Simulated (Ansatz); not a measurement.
Calculated with Ansatz (gas phase, PBE0-D4/def2-TZVP geometries, no zero-point term in ΔE). CBS: MP2 limit from def2 TZ/QZ plus the TZ coupled-cluster correction, frozen cores. This one scheme is used for every species. DFT in def2-TZVPP. HSE06 is defined as in plane-wave codes. Elements past krypton have def2 core potentials. For Sn outer-core shells are correlated without core-valence functions, which leaves a few kJ/mol of doubt a bond. Each species was taken in one conformer, which may not be the lowest.

`[F][SnH]([F])[F]` + `N=C=O` → `O=C=[N][SnH]([F])[F]` + H–F  (ligand exchange at the Sn–F bond)

```csv
level,ΔE (kJ/mol)
PBE-D4,16.0
PBE0-D4,6.6
HSE06-D4,6.4
CAM-B3LYP-D4,13.1
PBE,20.3
HF/def2-SVP,0.9
CCSD(T)/def2-SVP,7.3
HF/def2-TZVPP,3.1
```

Task: What does CCSD(T)/CBS give? (Estimate.)

Result: Computed: +1.5 kJ/mol. The listed levels differ from it by 14.5, 5.1, 4.9, 11.6, 18.8, -0.6, 5.8, 1.6 kJ/mol.

Largest T1 diagnostic among the species: 0.018.

From BLYP to BHLYP (50 % exact exchange), in def2-TZVPP and without D4, ΔE moves by −16.8 kJ/mol. In def2-TZVPP, CCSD(T) changes the Hartree–Fock value by −4.7 kJ/mol (the triples alone add +0.0 kJ/mol) and MP2 by −9.4 kJ/mol. At CCSD(T), def2-SVP lies +5.9 kJ/mol from the extrapolated value and def2-TZVPP −3.1 kJ/mol.
